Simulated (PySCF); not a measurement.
## Electron correlation in Kr²⁺ (krypton, charge +2)

[Ar] 3d10 4s2 4p4, high-spin 3P determinant. Calculation: PySCF 2.14, in pcseg-2 (6s5p3d1f, 43 functions); no relativity, point nucleus. Frozen: [Ar] 3d10; 6 electrons correlated.

MP2 pair energies summed by pair of shells (mhartree):

```csv
pair,energy,share (%)
4p-4p,-49.57,46.5
4s-4p,-49.21,46.1
4s-4s,-7.92,7.4
```

Total MP2 correlation energy: -106.70 mhartree.

Same-spin part -24.09 and opposite-spin part -82.61 mhartree; SCS-MP2 scales them by 1/3 and 6/5 to -107.16 mhartree.

| level | correlation energy (mhartree) |
| --- | --- |
| CCSD | -126.85 |
| (T) | -3.00 |
| CCSD(T) | -129.85 |

Diagnostics: T1 = 0.0065, D1 = 0.0210, largest double amplitude 0.049.

Cost of the coupled-cluster step: 0.34 s of wall time on 1 thread of Neoverse-V2 (shared host), for 6 correlated electrons.

Iterations:

```
CC2 = 0
CCSD nocc = (np.int64(4), np.int64(2)), nmo = (29, 29)
frozen orbitals [[0, 1, 2, 3, 4, 5, 6, 7, 8, 9, 10, 11, 12, 13], [0, 1, 2, 3, 4, 5, 6, 7, 8, 9, 10, 11, 12, 13]]
max_cycle = 100
direct = 0
conv_tol = 1e-08
conv_tol_normt = 1e-06
diis_space = 8
diis_start_cycle = 0
Init t2, MP2 energy = -0.106697990445165
Init E_corr(UCCSD) = -0.106697990453185
cycle = 1  E_corr(UCCSD) = -0.122357171341173  dE = -0.0156591809  norm(t1,t2) = 0.0358044
cycle = 2  E_corr(UCCSD) = -0.125571752166611  dE = -0.00321458083  norm(t1,t2) = 0.0108819
cycle = 3  E_corr(UCCSD) = -0.12689168349002  dE = -0.00131993132  norm(t1,t2) = 0.00399772
cycle = 4  E_corr(UCCSD) = -0.126853189820907  dE = 3.84936691e-05  norm(t1,t2) = 0.000404486
cycle = 5  E_corr(UCCSD) = -0.126854371097201  dE = -1.18127629e-06  norm(t1,t2) = 5.03705e-05
cycle = 6  E_corr(UCCSD) = -0.126854335756087  dE = 3.53411138e-08  norm(t1,t2) = 7.84833e-06
cycle = 7  E_corr(UCCSD) = -0.126854429266243  dE = -9.35101561e-08  norm(t1,t2) = 1.19838e-06
cycle = 8  E_corr(UCCSD) = -0.126854406736662  dE = 2.25295804e-08  norm(t1,t2) = 2.83507e-07
cycle = 9  E_corr(UCCSD) = -0.126854407690144  dE = -9.53481349e-10  norm(t1,t2) = 5.30459e-08
UCCSD converged
E(UCCSD) = -2750.815292885442  E_corr = -0.1268544076901437
UCCSD(T) correction = -0.00300081824126958
```
